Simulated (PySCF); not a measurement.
A structure optimised at PBE0-D3(BJ)/def2-SVP (Å):
```
atom  x, y, z in Å
C1     2.186    0.182    0.731
O2     0.945   -0.448    0.757
C3     0.189   -0.243   -0.403
C4    -1.170   -0.947   -0.254
C5    -2.075    0.150    0.352
Ge6   -0.812    1.507   -0.340
H7     2.824   -0.197   -0.093
H8     2.690   -0.019    1.686
H9     2.090    1.279    0.604
H10    0.763   -0.526   -1.306
H11   -1.535   -1.237   -1.252
H12   -1.082   -1.869    0.346
H13   -2.062    0.137    1.452
H14   -3.119    0.156    0.010
H15   -0.307    2.606    0.617
H16   -1.205    2.127   -1.698
```

Neutral, closed shell.

**Question.** Which heavy atoms are bonded, and with what formal order?

**Answer.** C1–O2 1.39 Å (single); O2–C3 1.40 Å (single); C3–C4 1.54 Å (single); C4–C5 1.55 Å (single); C5–Ge6 1.98 Å (single); C3–Ge6 2.02 Å (single). Bonds to hydrogen (Å): C1–H7 1.11; C1–H8 1.10; C1–H9 1.11; C3–H10 1.11; C4–H11 1.10; C4–H12 1.10; C5–H13 1.10; C5–H14 1.10; Ge6–H15 1.54; Ge6–H16 1.54.

**Question.** Write the SMILES.

**Answer.** `CO[C@H]1C[CH2][GeH2]1`, C4H10GeO.

**Question.** What is the point group of this geometry?

**Answer.** C1 (no symmetry element, even within 0.4 Å).

**Question.** Which rings does it hold (smallest set)?

**Answer.** C3–C4–C5–Ge6 (4 members, 0.14 Å rms from planarity).

**Question.** Describe the place of each heavy atom.

**Answer.** C1: methoxy carbon; O2: ether oxygen; C3: sp3 carbon bound to oxygen; C4: four-membered-ring carbon; C5: sp3 carbon bound to germanium; Ge6: germanium bonded to 2 C and 2 H.

**Question.** What is the arrangement about O2?

**Answer.** It has 2 neighbours (C1, C3) and is bent (angle 113.6°).

**Question.** What is the arrangement about Ge6?

**Answer.** It has 4 neighbours (C5, C3, H15, H16) and has angles from 74.5° to 118.8°.

These are computed values.
